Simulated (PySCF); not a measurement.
Task: Write Cartesian coordinates for `C[S][Zr]([Cl])([Cl])[S]C` (Zr(SMe)2Cl2) as optimised with PBE0-D3(BJ)/def2-SVP. (Singlet state.)

Result: 
```
atom  x, y, z in Å
Zr1    0.130    0.020    0.108
S2    -0.307    0.026    2.473
C3    -2.140    0.097    2.444
H4    -2.488    1.060    2.044
H5    -2.480   -0.001    3.483
H6    -2.562   -0.730    1.857
S7     2.468   -0.003   -0.442
C8     2.305   -0.123   -2.267
H9     1.756   -1.030   -2.557
H10    3.322   -0.178   -2.676
H11    1.807    0.768   -2.676
Cl12  -0.886    1.880   -0.886
Cl13  -0.893   -1.839   -0.884
```

Any rigid rotation of these coordinates is as good. Atoms count from 1 in this order. Zr1 (zirconium bonded to 2 Cl and 2 S) is distorted tetrahedral (angles from 105.1° to 113.7°). S2 (sulfur bonded to C and Zr) is bent (angle 99.6°).

Bonds between heavy atoms (Å): Zr1–S2 2.405, Zr1–S7 2.403, Zr1–Cl12 2.342, Zr1–Cl13 2.342, S2–C3 1.835, S7–C8 1.836.

Method used: PBE0-D3(BJ)/def2-SVP geometry optimisation, gas phase, def2 core potentials past Kr (PySCF).

Whether it is a minimum is left open (no frequencies). Torsions: S7–Zr1–S2–C3 178°, S2–Zr1–S7–C8 176°.
